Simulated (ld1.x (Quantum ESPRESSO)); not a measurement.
## Configuration tests for Hf (Z = 72) (TM)

ld1.x (Quantum ESPRESSO) 7.5 input, shortened:

```
&input
   title='Hf', zed=72., rel=2, dft='PZ', iswitch=3,
   config='[Xe] 4f14 5d2 6s1.5 6p0.5', rel_dist='average'
 /
 &inputp
   pseudotype=2, tm=.true., lloc=-2, rcloc=2.05,
   nlcc=.false.
 /
3
5S  1  0   2.00   0.00  1.40  1.40  0.0
5P  2  1   6.00   0.00  2.30  2.30  0.0
5D  3  2   2.00   0.00  2.05  2.05  0.0
 &test
   configts(1)='5s2 5p6 5d2 6s1.5 6p0.5'
 /
```

Open shells are filled in proportion to 2j + 1 (rel_dist='average').

Occupied shells without a wave of their own: 6p, 6s. They enter only through the test configuration that unscreens the potential.

Energies are relative to the spin-unpolarised reference configuration 5s2 5p6 5d2 6s1.5 6p0.5; without spin polarisation the order of configurations can differ from experiment.

```csv
valence configuration,charge,ΔE all-electron (eV),error AE − PS (meV)
5s2 5p6 5d2 6s2 6p0,0,-1.912,+86
5s2 5p6 5d2 6s1 6p0,+1,6.288,-95
5s2 5p6 5d1 6s2 6p0,+1,4.821,+134
5s2 5p6 5d1 6s0 6p0,+3,42.883,-597
5s2 5p5 5d2 6s2 6p0,+1,39.753,+72
5s2 5p6 5d2 6s0 6p2,0,6.096,-316
```

(1) What are ΔE and the potential's error for 5s2 5p6 5d2 6s0 6p0?

Answers

(1) ΔE = 20.790 eV all-electron; the error (AE − PS) is -392 meV.

The 6p, 6s levels have no wave, so the channel is fitted at the deeper level alone: the likely source of the large errors.
